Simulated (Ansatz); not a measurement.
This geometry of CH$_{6}$S$_{2}$Si (10 atoms, charge 0, multiplicity 1) is a first-order saddle point.

The calculation used Ansatz, RHF/6-31G*.

```xyz
10
Properties=species:S:1:pos:R:3
Si -1.603 0.997 -0.237
S 0.244 0.740 0.822
C 0.842 -0.879 0.206
S 2.532 -0.853 -0.454
H -2.481 -0.169 -0.034
H -2.213 2.211 0.325
H -1.373 1.157 -1.683
H 0.777 -1.589 1.015
H 0.222 -1.240 -0.602
H 3.138 -0.426 0.645
```

Problem. Which two structures does it join? (They come from a converged band through this point; their orientation in space is the band's.)

Solution. No bond is made or broken. The dihedral Si1–S2–C3–H9 goes from -60 to 69°.

Image 0:

```xyz
10
Properties=species:S:1:pos:R:3
Si -1.239 1.144 -0.435
S -0.015 0.542 1.230
C 0.645 -1.075 0.700
S 1.674 -1.104 -0.796
H -2.036 -0.006 -0.895
H -2.110 2.200 0.106
H -0.454 1.680 -1.556
H 1.205 -1.450 1.543
H -0.166 -1.763 0.509
H 2.580 -0.218 -0.403
```

Image 8:

```xyz
10
Properties=species:S:1:pos:R:3
Si -1.672 0.871 0.021
S 0.447 1.016 0.324
C 0.994 -0.617 -0.297
S 2.760 -0.905 -0.022
H -2.227 -0.271 0.771
H -2.237 2.135 0.513
H -1.988 0.686 -1.408
H 0.419 -1.405 0.165
H 0.855 -0.671 -1.367
H 2.733 -0.889 1.304
```

Problem. How far does it lie above each of them?

Solution. 0.108 eV above the first and 0.069 eV above the second. This is the barrier of this one path; another mechanism may lie lower.

Time of the run: 78 s on 1 CPU thread of a shared host.
